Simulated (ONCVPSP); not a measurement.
# Potentials for fluorine (F) compared

Generated with ld1.x 7.5 (TM, RRKJ, ultrasoft, PAW), atompaw 4.2 or ONCVPSP 4.0.1. The cutoff is in Ry: for ld1.x and atompaw files where the sum of valence levels is converged to 10 mRy in a Bessel basis, for ONCV files where the hardest occupied wave has 1 mHa per electron of residual kinetic energy. The error is the largest all-electron minus pseudo excitation energy over each file’s own four to seven test configurations (ionisations up to +4, promotions, holes and added fractions of an electron), all of which were solved. The labels leave out finer settings (local radius, basis sizes, second energies), which also bear on the numbers. Spin-polarised tests are not counted. The rows are a selection from randomly drawn settings: files with unsolved tests, undetermined cutoffs or missed reference levels are left out.

| potential | cutoff (Ry) | largest error (meV) | bound ghosts |
| --- | --- | --- | --- |
| ONCV, PBE, scalar-relativistic, rc 0.85/1.50/1.40 (spd), local smoothed, core correction yes, reference 2s1.75 2p5.25, qcut 9.9/8.3/6.8, projectors 2/2/2 | 82 | +601 | none |
| ONCV, LDA (Perdew-Zunger), non-relativistic, rc 0.55/1.80 (sp), local smoothed, core correction yes, reference 2s2 2p5, qcut 13.2/9.8, projectors 1/2 | 201 | +1943 | none |
| ONCV, PBE, scalar-relativistic, rc 0.70/1.35/1.05 (spd), local smoothed, core correction yes, reference 2s2 2p5, qcut 10.9/12.8/9.4, projectors 2/2/2 | 111 | +487 | none |
| ONCV, LDA (Perdew-Wang 92), scalar-relativistic, rc 0.65/1.80 (sp), local smoothed, core correction yes, reference 2s2 2p5, qcut 9.9/8.2, projectors 2/2 | 117 | +2577 | none |

(1) Fill in the row for F: ONCV, PBEsol, scalar-relativistic, rc 0.60/1.80 (sp), local smoothed, core correction yes, reference 2s2 2p5, qcut 9.1/7.3, projectors 2/2.

(2) Fill in the row for F: ONCV, LDA (Perdew-Zunger), scalar-relativistic, rc 0.75/1.60/1.40 (spd), local smoothed, core correction no, reference 2s2 2p5, qcut 7.3/8/7, projectors 2/1/2.

(3) Fill in the row for F: ONCV, PBEsol, scalar-relativistic, rc 0.65/0.90 (sp), local s, core correction yes, reference 2s2 2p5, qcut 12/8.2, projectors 0/2.

## Answers

(1) cutoff 196 Ry, largest error +3265 meV, bound ghosts: none.

(2) cutoff 410 Ry, largest error +1731 meV, bound ghosts: none.

(3) cutoff 731 Ry, largest error +236 meV, bound ghosts: none.
